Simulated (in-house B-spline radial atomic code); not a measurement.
A run on neutral promethium (an excited or competing configuration) that did not converge. Method: scalar-relativistic (X2C) B97-1, spin-polarised, spherical fractional occupations, Fermi nucleus of rms radius 4.962 fm; computed with an all-electron radial atomic-structure program (B-spline basis).

Command:
```bash
python run_scf.py task.json out
```
Settings (nuclear radius in fm, mass in u):
```
Z                61
configuration    [Xe] 4f4 6s2 7p1
hamiltonian      x2c
method           b97_1
spin_polarised   True
nucleus          fermi
rms_radius       4.962
atomic_mass      144.91276
speed_of_light   137.035999084
```

First and last ten iterations of the last attempt (damped for 15 steps, keeping 80 % of the old Fock matrix, then DIIS):
```
 iter        energy (Eh)    residual
    1      -10002.317797    5.66e-01
    2      -10006.270943    6.34e-01
    3      -10012.872555    4.22e-01
    4      -10016.234523    2.66e-01
    5      -10017.875011    1.74e-01
    6      -10018.645098    1.14e-01
    7      -10018.996644    7.31e-02
    8      -10019.154592    4.79e-02
    9      -10019.225930    3.27e-02
   10      -10019.259308    2.25e-02
  111      -10019.296307    1.05e-05
  112      -10019.296307    1.74e-06
  113      -10019.296307    2.49e-06
  114      -10019.296307    4.55e-06
  115      -10019.296307    3.16e-06
  116      -10019.296307    4.30e-06
  117      -10019.296307    9.58e-06
  118      -10019.296307    1.31e-05
  119      -10019.296307    1.15e-05
  120      -10019.296307    2.68e-05
 not converged after 120 iterations
```

The smallest residual met was 8.3e-07; the threshold is about 6e-07. Over the last five steps the energy moves by less than 1e-08 hartree, but the orbitals didn't meet the threshold. Run time, properties included: 8.5 s on 1 thread of Arm Neoverse V2, on a shared host.
